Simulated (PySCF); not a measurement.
[CrS3]-: one-bond stretch

Computed with UPBE in PySCF with Cr def2-SVPD, S def2-SVPD; no relativity; density-fitted integrals.

Rigid scan from the doublet minimum (Cr–S 2.057 Å (×3); S–Cr–S 120.0° (×3)). Coordinate: the bond from Cr to the last atom (S) scaled, the rest fixed. Energies in kJ/mol from the minimum.

| scale of one bond | E (kJ/mol) | dipole size (D, about the centre of mass) | ⟨S²⟩ |
| --- | --- | --- | --- |
| 0.92 | 32.2 | 0.98 | 0.81 |
| 0.96 | 7.0 | 0.48 | 0.83 |
| 1.00 | 0.0 | 0.00 | 0.85 |
| 1.05 | 8.1 | 0.56 | 0.90 |
| 1.12 | 36.8 | 1.20 | 1.03 |
| 1.20 | 78.8 | 1.69 | 1.27 |
| 1.35 | 153.9 | 2.17 | 1.66 |
| 1.55 | 228.7 | – | 1.96 |
| 1.80 | 285.6 | – | 2.17 |
| 2.20 | 327.1 | – | 2.36 |

Spin contamination is strong at 1.12, 1.20, 1.35, 1.55, 1.80, 2.20, so these points are less reliable.

With open d or f shells other occupations or spin states may lie lower.

Other isomers or separated fragments may lie lower.

The scan took of the order of 7 core-minutes on a shared host.
